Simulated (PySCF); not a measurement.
This PySCF input asks for the NMR shieldings of SMILES C[Si@]([SiH3])(Cl)[SiH2][SiH3], CH$_{11}$ClSi$_{4}$; the geometry comes from GFN2-xTB.

```python
import basis_set_exchange as bse
import numpy as np
from pyscf import gto, dft
from pyscf.prop import nmr

atoms = """
C    -0.830922    1.170364   -1.222716
Si   -0.694472    0.290563    0.473686
Si   -2.833213   -0.395183    1.122702
Cl   -0.117950    1.815825    1.772362
Si    1.161841   -1.133929    0.350034
Si    3.092032   -0.190906   -0.536284
H    -1.544669    1.989540   -1.193637
H     0.124477    1.585066   -1.536167
H    -1.157807    0.477776   -1.993097
H    -3.277781   -1.481159    0.242497
H    -2.865928   -0.912741    2.492917
H    -3.861316    0.649561    1.045942
H     1.428556   -1.698161    1.683999
H     0.745686   -2.308934   -0.437707
H     3.021837   -0.103644   -1.999746
H     4.325243   -0.920066   -0.225950
H     3.277389    1.178058   -0.048745
"""
names = dict.fromkeys(["C", "Si", "Cl", "H"], "pcSseg-1")
basis = {el: gto.basis.parse(bse.get_basis(n, elements=[el], fmt="nwchem")) for el, n in names.items()}
mol = gto.M(atom=atoms, basis=basis, charge=0, verbose=0)
mf = dft.RKS(mol, xc="PBE0")
mf.grids.level = 2
mf.grids.alignment = dft.numint.BLKSIZE   # the property module wants whole blocks of grid points
mf.conv_tol = 1e-9
mf.kernel()

calc = nmr.RKS(mf)   # GIAO
C = mf.mo_coeff
Co = C[:, mf.mo_occ > 0]
resp = mf.gen_response(singlet=True, hermi=2)
def vind(x):   # induced exchange potential for any number of trial vectors
    d = np.einsum("pi,xij,qj->xpq", C, 2 * x.reshape(-1, C.shape[1], Co.shape[1]), Co, optimize=True)
    return np.einsum("xpq,pi,qj->xij", resp(d - d.transpose(0, 2, 1)), C, Co, optimize=True).ravel()
mo1, _ = nmr.rhf.solve_mo1(calc, with_cphf=vind)
sigma = calc.kernel(mo1)
for i, s in enumerate(sigma):   # ppm
    w = np.linalg.eigvalsh((s + s.T) / 2)
    print("%2d %-2s iso %8.1f  s11 %8.1f  s22 %8.1f  s33 %8.1f" % (i, mol.atom_pure_symbol(i), w.mean(), *w))
```

Problem. What does it print?

Solution. 
```
 0 C  iso    178.8  s11    165.4  s22    182.1  s33    189.1
 1 Si iso    333.4  s11    292.8  s22    311.7  s33    395.9
 2 Si iso    454.3  s11    429.7  s22    450.4  s33    482.7
 3 Cl iso    979.2  s11    935.9  s22    964.1  s33   1037.7
 4 Si iso    466.8  s11    445.4  s22    467.9  s33    487.0
 5 Si iso    468.1  s11    453.6  s22    469.5  s33    481.2
 6 H  iso     30.8  s11     26.6  s22     28.4  s33     37.5
 7 H  iso     30.9  s11     26.1  s22     29.9  s33     36.6
 8 H  iso     31.5  s11     27.9  s22     28.1  s33     38.6
 9 H  iso     28.2  s11     24.6  s22     26.2  s33     33.9
10 H  iso     28.0  s11     24.5  s22     26.0  s33     33.6
11 H  iso     27.9  s11     24.5  s22     26.0  s33     33.4
12 H  iso     28.2  s11     24.1  s22     26.3  s33     34.0
13 H  iso     28.3  s11     24.4  s22     26.4  s33     34.2
14 H  iso     28.1  s11     24.4  s22     26.4  s33     33.6
15 H  iso     28.1  s11     24.4  s22     25.3  s33     34.5
16 H  iso     28.0  s11     23.9  s22     27.5  s33     32.7
```

These numbers come from an equivalent density-fitted implementation of the same equations, which agrees with the script to about 0.01 ppm for H and up to a few tenths of a ppm for heavy atoms, so last digits may differ.

Problem. Turn these shieldings into chemical shifts. δ = σ(ref) − σ, references computed at the same level: $^{13}$C (σref 186.93), $^{29}$Si (σref 349.16), $^{1}$H (σref 31.72) vs TMS; $^{35}$Cl (σref 949.78) against HCl.

Solution. Averaging equivalent atoms: C 0: 8.1; Si 1: 15.7; Si 2: -105.1; Si 4: -117.6; Si 5: -118.9; Cl 3: -29; H 9/10/11: 3.65; H 14/15/16: 3.65; H 12: 3.56; H 13: 3.39; H 6/7/8: 0.66 ppm. 

Size and cost of the density-fitted run: 192 basis functions, 59 s wall time on 1 thread of an Intel Xeon, shared host; peak memory 0.86 GiB.
